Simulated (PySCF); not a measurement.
In(F)2(GeH3) (F₂GeH₃In), SMILES [F][In]([GeH3])[F].

The structure is a stationary point at PBE0-D3(BJ)/def2-SVP. The structure was generated by enumeration; whether it is a known compound was not checked. The def2 effective core potentials stand for the cores of In; spin–orbit coupling is left out.

Method: TDA-M06-2X/def2-SVPD (PySCF 2.14.0).

Vertical excitations. Gas-phase values at a fixed geometry.

Computed lowest excited states:
| state | energy (eV) | λ (nm) | f | main pairs |
|---|---|---|---|---|
| S1 | 5.95 | 208 | 0.090 | HOMO→LUMO 95 % |
| S2 | 6.52 | 190 | 0.656 | HOMO→LUMO+1 91 % |
| S3 | 7.26 | 171 | 0.038 | HOMO→LUMO+2 61 %, HOMO−3→LUMO+1 25 % |
| S4 | 7.42 | 167 | 0.000 | HOMO−3→LUMO 84 % |
| S5 | 7.49 | 165 | 0.054 | HOMO−3→LUMO+1 42 %, HOMO−4→LUMO 30 %, HOMO→LUMO+2 12 % |
| S6 | 7.50 | 165 | 0.002 | HOMO−4→LUMO+1 79 % |
| S7 | 7.73 | 160 | 0.002 | HOMO−1→LUMO 75 % |
| S8 | 7.75 | 160 | 0.004 | HOMO−2→LUMO+1 46 %, HOMO−6→LUMO+1 32 % |
| S9 | 7.79 | 159 | 0.000 | HOMO−5→LUMO+1 61 %, HOMO→LUMO+3 21 % |
| S10 | 7.85 | 158 | 0.000 | HOMO−1→LUMO+1 42 %, HOMO−4→LUMO 18 %, HOMO→LUMO+2 12 %, HOMO−7→LUMO+1 8 % |
| T1 | 5.00 | 248 | 0 | HOMO→LUMO 91 % |
| T2 | 5.03 | 247 | 0 | HOMO→LUMO+1 85 % |
| T3 | 6.43 | 193 | 0 | HOMO→LUMO+2 89 % |
| T4 | 6.98 | 178 | 0 | HOMO−3→LUMO+1 74 % |
Triplets are in the Tamm–Dancoff approximation.
